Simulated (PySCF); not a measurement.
Species: C7H11NSi.
Numbering: `[CH3:1][c:2]1[cH:3][cH:4][cH:5][cH:6][c:7]1[NH:8][SiH3:9]` (hydrogens: H10, H11, H12 on C1; H13 on C3; H14 on C4; H15 on C5; H16 on C6; H17 on N8; H18, H19, H20 on Si9)

Computed, not measured: PBE0-D3(BJ)/def2-SVP geometry optimisation, gas phase in PySCF.

(1) What internal coordinates does the optimisation give?

Results:

(1) 
```json
{"bond": "C1–C2", "length (bohr)": "2.834", "order": "single"}
{"bond": "C2–C3", "length (bohr)": "2.636", "order": "aromatic"}
{"bond": "C3–C4", "length (bohr)": "2.634", "order": "aromatic"}
{"bond": "C4–C5", "length (bohr)": "2.631", "order": "aromatic"}
{"bond": "C5–C6", "length (bohr)": "2.629", "order": "aromatic"}
{"bond": "C6–C7", "length (bohr)": "2.652", "order": "aromatic"}
{"bond": "C7–N8", "length (bohr)": "2.623", "order": "single"}
{"bond": "N8–Si9", "length (bohr)": "3.299", "order": "single"}
{"bond": "C2–C7", "length (bohr)": "2.673", "order": "aromatic"}
{"bond": "C1–H10, C1–H11, C1–H12", "length (bohr)": "2.083", "order": "single"}
{"bond": "C3–H13", "length (bohr)": "2.067", "order": "single"}
{"bond": "C4–H14", "length (bohr)": "2.063", "order": "single"}
{"bond": "C5–H15", "length (bohr)": "2.065", "order": "single"}
{"bond": "C6–H16", "length (bohr)": "2.067", "order": "single"}
{"bond": "N8–H17", "length (bohr)": "1.911", "order": "single"}
{"bond": "Si9–H18, Si9–H19, Si9–H20", "length (bohr)": "2.822", "order": "single"}
```

Bonds in one row agree within 0.02 bohr and their mean is given. Orders are formal, as drawn. A selection of angles:
```json
{"angle": "C2–C1–H10", "degrees": "111.1"}
{"angle": "H10–C1–H11", "degrees": "107.3"}
{"angle": "C1–C2–C3", "degrees": "121.3"}
{"angle": "C1–C2–C7", "degrees": "120.0"}
{"angle": "C3–C2–C7", "degrees": "118.7"}
{"angle": "C2–C3–C4", "degrees": "122.0"}
{"angle": "C2–C3–H13", "degrees": "118.4"}
{"angle": "C4–C3–H13", "degrees": "119.6"}
{"angle": "C3–C4–C5", "degrees": "119.0"}
{"angle": "C3–C4–H14", "degrees": "120.3"}
{"angle": "C5–C4–H14", "degrees": "120.7"}
{"angle": "C4–C5–C6", "degrees": "120.2"}
{"angle": "C4–C5–H15", "degrees": "120.4"}
{"angle": "C6–C5–H15", "degrees": "119.4"}
{"angle": "C5–C6–C7", "degrees": "121.0"}
{"angle": "C5–C6–H16", "degrees": "119.3"}
{"angle": "C7–C6–H16", "degrees": "119.7"}
{"angle": "C6–C7–N8", "degrees": "120.7"}
{"angle": "C2–C7–C6", "degrees": "119.1"}
{"angle": "C2–C7–N8", "degrees": "120.2"}
{"angle": "C7–N8–Si9", "degrees": "127.7"}
{"angle": "C7–N8–H17", "degrees": "114.8"}
{"angle": "Si9–N8–H17", "degrees": "117.6"}
{"angle": "N8–Si9–H18", "degrees": "105.0"}
{"angle": "N8–Si9–H19", "degrees": "112.1"}
{"angle": "H18–Si9–H19", "degrees": "110.0"}
{"angle": "H19–Si9–H20", "degrees": "107.6"}
```

Torsions: C6–C7–N8–Si9 1° (synperiplanar).

The 9 heavy atoms lie in one plane (0.002 Å rms). The 6-membered ring C2–C3–C4–C5–C6–C7 has internal angles of 118.7° to 122.0°; it is planar, 0.00 Å rms from its mean plane, widest ring torsion 0°. Si9 (SiH3 silicon) is distorted tetrahedral (angles from 105.0° to 112.1°). The C–C distances run from 1.391 Å (C5–C6, aromatic) to 1.500 Å (C1–C2, drawn single), a spread of 0.109 Å. Of the pairs four or more bonds apart, C1···H17 is among the closest relative to their van der Waals radii: 2.39 Å, 83 % of the sum of Bondi's values. N8 (silicon-bound nitrogen) is planar (angles 127.7°, 117.6° and 114.8°, sum 360.0°, 0.00 Å off the plane of its three neighbours).

Point group: Cs (tolerance 0.08 Å). Not checked by PBE0-D3(BJ)/def2-SVP frequencies. One conformer, not necessarily the lowest.
